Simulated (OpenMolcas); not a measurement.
Au4+ (d7) among equal point charges was computed by CASSCF with the d shell active (OpenMolcas, ANO-RCC-VTZP on the metal). Its lowest spin-free states, and all those of the highest spin:

```json
{"2S+1": "4", "Degeneracy": "1", "E (cm-1)": "0.0"}
{"2S+1": "4", "Degeneracy": "2", "E (cm-1)": "2142"}
{"2S+1": "4", "Degeneracy": "2", "E (cm-1)": "5728"}
{"2S+1": "4", "Degeneracy": "2", "E (cm-1)": "9440"}
{"2S+1": "2", "Degeneracy": "2", "E (cm-1)": "9789"}
{"2S+1": "2", "Degeneracy": "1", "E (cm-1)": "13663"}
{"2S+1": "2", "Degeneracy": "2", "E (cm-1)": "13796"}
{"2S+1": "2", "Degeneracy": "2", "E (cm-1)": "17138"}
{"2S+1": "2", "Degeneracy": "1", "E (cm-1)": "17399"}
{"2S+1": "4", "Degeneracy": "1", "E (cm-1)": "18160"}
{"2S+1": "2", "Degeneracy": "2", "E (cm-1)": "19159"}
{"2S+1": "2", "Degeneracy": "2", "E (cm-1)": "19713"}
{"2S+1": "4", "Degeneracy": "2", "E (cm-1)": "31303"}
```

**Question.** Is the site octahedral, tetrahedral or cube-like, axial, or of lower symmetry?

**Answer.** The states with 2S+1 = 4 have orbital degeneracies 1, 2, 2, 2, 1, 2. There are pairs but no triples, so the site is axial: not cubic, but with a proper or improper axis of order three or more. The run had Au4+ among 2 point charges of -1.5 e arranged as a linear pair (D∞h), 1.69 Å from the ion.

Spin-orbit coupling mixes the spin-free states strongly: the lowest level takes only 43 % from its leading state, 4Σ. Without dynamic correlation the repulsion within the d shell is too large (B by tens of per cent), so at a given field states of lower spin stand too high. This shell can be high or low spin here, a state of another spin lies low, and with metal d orbitals alone active their balance is uncertain, so the ground spin may be wrong. Point charges give a weaker field than real ligands, and real ions of this kind are as a rule low spin; the high spin found here belongs to the model. Point charges carry no covalency, so the field is a model and not that of real ligands. No measured value stands beside these numbers.
